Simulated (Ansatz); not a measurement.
Consider the redistribution: `BN[SiH2]C=C` + `CO[SiH](O)O[SiH2]O` → `BN[SiH2]OC` + `C=C[SiH](O)O[SiH2]O`.

Gas-phase electronic energies from Ansatz, PBE0-D4/def2-TZVP geometries. CCSD(T)/CBS is the MP2 limit (def2-TZVPP, def2-QZVPP) plus CCSD(T) − MP2 in def2-TZVPP, frozen cores. Functionals use def2-TZVPP. Each species was taken in one conformer, which may not be the lowest.

```
        level  ΔE (kcal/mol)
       B2PLYP            4.2
MP2/CBS(def2)            4.2
```

Task: What does CCSD(T)/CBS give? (Estimate.)

Result: The calculation gave: +4.4 kcal/mol. The listed levels differ from it by -0.2, -0.2 kcal/mol.

Largest T1 diagnostic among the species: 0.012.
